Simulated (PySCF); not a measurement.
**Static response to an electric field**

C₆H₁₁F₃Ge.
Geometry (PBE0-D3(BJ)/def2-SVP, Å), atoms numbered from 1 in this order:
```
atom  x, y, z in Å
C1    -1.8626   -1.3335   -0.8744
C2    -0.9180   -0.5334    0.0079
C3    -1.3538    0.9206    0.2515
C4    -0.1855    1.7475    0.7956
C5     1.0289    1.5960   -0.1316
Ge6    0.9334   -0.2961   -0.6323
C7     2.1816   -1.3864    0.4819
F8     3.4710   -1.1220    0.2212
F9     2.0044   -2.7040    0.3006
F10    1.9903   -1.1446    1.7918
H11   -1.5263   -2.3745   -0.9973
H12   -1.9479   -0.8920   -1.8807
H13   -2.8779   -1.3636   -0.4445
H14   -0.8205   -1.0344    0.9878
H15   -2.2218    0.9630    0.9316
H16   -1.6911    1.3593   -0.7066
H17   -0.4730    2.8045    0.9176
H18    0.0765    1.3771    1.8022
H19    1.9784    1.8828    0.3422
H20    0.9130    2.2097   -1.0397
H21    1.2239   -0.6526   -2.0999
```

Level: B3LYP/def2-SVPD (PySCF), static field, nuclei fixed, core orbitals frozen in the response. The polarisability tensor in these axes (au):

```
x   109.65  -2.71  -0.17
y    -2.71 104.48   5.22
z    -0.17   5.22  92.53
```

Q: What are the eigenvalues, a third of the trace, and Δα (Δα² = ½Σ(αi − αj)² over the three pairs)?

A: Principal values 90.54, 105.01 and 111.12 au; mean 102.22 au = 15.15 Å³ = 16.85 × 10⁻⁴⁰ C²·m²/J; Δα = 18.31 au (18 % of the mean).

Q: What is the dipole moment, and where does it point?

A: (-2.12, 1.79, -0.87) D, 2.91 D in size, pointing from the negative to the positive side. Measured along this direction, the outermost atoms are F8 and F9 at the negative end and H16 at the positive end.

Q: What would n − 1 = 2πNα be for an ideal gas of these molecules at 350 K and 1 atm, electronic part alone?

A: N = p/kT = 2.0968 × 10¹⁹ cm⁻³, so n − 1 = 2π × N × 15.15 × 10⁻²⁴ cm³ = 1996 × 10⁻⁶ at long wavelengths.

Q: Find the Langevin capture rate constant for H3+ (3.023 u) meeting this molecule (214.002 u), k = 2.342 × 10⁻⁹ cm³/s × √(α in Å³ / reduced mass in u).

A: The reduced mass is 2.98 u, so k = 5.28 × 10⁻⁹ cm³/s. The formula leaves out the permanent dipole, which adds to the capture rate.

Q: What depolarisation ratio follows for Rayleigh scattering of linearly polarised light, taking the static tensor?

A: ρ = 3Δα²/(45ᾱ² + 4Δα²) = 1005.6/(470239 + 1340.8) = 0.00213.

Q: In TDDFT the mean static polarisability is Σ f/ω² over all singlet excitations (ω in hartree). How much of it do the 10 lowest give? Their energies (eV) and oscillator strengths: 6.95, 0.0036; 7.16, 0.0311; 7.46, 0.0048; 7.67, 0.0092; 7.72, 0.0471; 7.75, 0.0351; 7.89, 0.0893; 8.02, 0.0015; 8.16, 0.0515; 8.20, 0.0697.

A: They add up to 4.12 au, 4.0 % of the 102.22 au; the largest single term is 1.06 au, from the state at 7.89 eV. Terms in order: 0.06, 0.45, 0.06, 0.12, 0.58, 0.43, 1.06, 0.02, 0.57, 0.77 au. Higher excitations give the rest. The strengths listed sum to 0.343.

Q: Orientational against electronic polarisability at 298 K (dilute gas, rigid molecules)?

A: In Gaussian units μ²/3kT = 68.61 Å³ against 15.15 Å³, a ratio of 4.53; the Debye molar polarisation (4π/3)N_A(α + μ²/3kT) is 211.3 cm³/mol, leaving out the vibrational part.

The structure is a single PBE0-D3(BJ)/def2-SVP conformer in the gas phase; no vibrational or solvent corrections. The calculation is non-relativistic, for germanium too.
